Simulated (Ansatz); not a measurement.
XB6: PBE0-D4/def2-SVP single points in Ansatz on relaxed structures, gas phase. Each cluster is the lowest isomer that a short search found in that spin, judged at the geometry's level, and lower ones may exist. HOMO and LUMO are taken over both spins. Binding counts from free atoms in the multiplicity of their measured ground term, without zero-point energy. The structures are stationary points that may keep the symmetry of their start. Remarks come from the PBE and PBE0 runs and from stability tests at other levels; not every state was tested.

```tsv
species	atoms	state	geometry	HOMO (eV)	LUMO (eV)	gap (eV)	binding per atom (eV)	point group (within 0.1 Å)	remarks
B6N	7	doublet	B3LYP-D4/def2-SVP	-5.93	-3.65	2.28	4.64	Cs	–
MgB6	7	singlet	PBE0-D4/def2-SVP	-5.47	-3.75	1.72	3.85	–	restricted SCF unstable in HF
AlB6	7	doublet	r2SCAN-D4/def2-SVP	-6.42	-3.92	2.50	4.17	C2	–
```

The gap (eV) runs from 1.72 (MgB6) to 2.50 (AlB6).
